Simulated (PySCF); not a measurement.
C4H5F, SMILES F[C@H]1C=CC1. Coordinates come from a PBE-D3(BJ)/def2-SVP optimisation. The structure was generated by enumeration; whether it is a known compound was not checked.

Computed equilibrium geometry at PBE-D3(BJ)/def2-SVP (PySCF confirms it by a frequency run) as Cartesian coordinates in Å:
```xyz
10

F     -1.5326     0.6739     0.4301
C     -0.5191     0.1866    -0.3767
C      0.8604     0.7842    -0.1985
C      1.4210    -0.4194     0.0648
C      0.1080    -1.1816     0.0562
H     -0.8892     0.1912    -1.4279
H      1.2487     1.8074    -0.3147
H      2.4628    -0.7548     0.1930
H      0.0051    -2.0324    -0.6517
H     -0.2561    -1.4946     1.0562
```
